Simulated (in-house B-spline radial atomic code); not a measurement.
Values are calculated unless marked as measured or tabulated.
# Stopping of slow ions oscillates with Z: Ga to Cd at r_s = 1.65

A nucleus sits in a uniform electron gas with a rigid positive background. The Kohn-Sham equations are solved self-consistently in the spin-unpolarised LDA (PW92), non-relativistic, on B-splines with outgoing waves at the boundary and partial waves to l = 8. The model has no lattice, no bands and no magnetic solution. Atomic units; δ_l are the phase shifts at the Fermi level, counted so that each bound state adds π, and good to about 0.0005.

The density parameter is r_s = 1.65 bohr. The friction coefficient Q = n k_F σ_tr gives dE/dx = Q v for slow ions. Some elements are left out of the table, so an extreme may lie at one of them.

```csv
ion,δ0/π,δ1/π,δ2/π,δ3/π,σ_tr (bohr²),Q (a.u.)
Ga,3.051,2.231,1.079,0.037,7.43,0.4591
Ge,3.117,2.301,1.118,0.040,10.29,0.6358
As,3.181,2.372,1.158,0.043,14.10,0.8717
Se,3.243,2.442,1.199,0.045,18.58,1.1485
Br,3.303,2.509,1.243,0.047,23.48,1.4516
Kr,3.359,2.572,1.293,0.048,28.58,1.7665
Rb,3.411,2.629,1.347,0.049,33.53,2.0725
Sr,3.460,2.681,1.406,0.049,37.72,2.3319
Zr,3.548,2.769,1.536,0.048,40.52,2.5048
Nb,3.588,2.808,1.604,0.048,38.04,2.3514
Mo,3.627,2.846,1.671,0.049,33.28,2.0572
Tc,3.667,2.883,1.737,0.051,27.22,1.6827
Ru,3.709,2.922,1.801,0.054,21.04,1.3007
Rh,3.754,2.963,1.860,0.058,15.67,0.9684
Pd,3.802,3.009,1.914,0.063,11.59,0.7165
Ag,3.853,3.059,1.965,0.068,8.92,0.5512
Cd,3.907,3.112,2.012,0.074,7.56,0.4674
```

Problem. Where are the largest and smallest frictions, and what do the phase shifts say there?

Solution. Largest: Zr, Q = 2.5048; smallest: Ga, Q = 0.4591, a ratio of 5.5. For the largest δ2/π = 1.54: the d resonance is about half filled and sits at the Fermi level, where it scatters most. For the smallest, which lies at the edge of the table, the differences δ_l − δ_(l+1), measured from the nearest multiple of π, are 0.18π, 0.15π, 0.04π; σ_tr grows with the sines of these.

Problem. At equal speed, Lindhard and Scharff's formula, with silicon as an example target, scales as Z^(7/6)/(Z^(2/3) + 14^(2/3))^(3/2). How does its rise from the first ion to the last compare?

Solution. It rises smoothly by 1.1034/0.8852 = 1.25, while Q changes by 0.467/0.459 = 1.02. The statistical formula averages over shells, so it can't show the oscillation.
